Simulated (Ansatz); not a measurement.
AlSe3, relaxed as a quartet with UKS PBE-D4/def2-SVP in Ansatz, starting from the PBE-D4/def2-SVP geometry of the neutral doublet. Force threshold 0.02 eV/Å.

At PBE-D4/def2-SVP a doublet of charge 0 lies 1.16 eV below the quartet, each at its own geometry. The structure comes from a short search, and lower isomers may exist.

Start:

```xyz
4

Al   -0.441   -0.046    0.191
Se    0.962   -0.047   -1.735
Se   -2.320   -0.651    1.165
Se    1.799    0.745    0.378
```

Q: Estimate the energy that the relaxation releases and the steps that it takes.

A: 103.7 kJ/mol, in 6 steps; 11 s on 2 threads of AMD EPYC 7R13 on a shared host. No frequencies were taken in this run, so the end may be a saddle point.

Q: Does the start keep its bonding and symmetry?

A: Bonds lost: Se2–Se4 (atoms count from 1). Point group Cs at the start, C2v at the end, both within 0.05 Å.

Q: Predict the relaxed structure.

A: 
Cartesian coordinates in Å:
```
Al -0.249 -0.066 0.123
Se 0.698 -0.181 -1.987
Se -2.234 -0.599 1.111
Se 1.785 0.846 0.753
```
Bond lengths: 3 × Al–Se 2.28 to 2.32 Å.
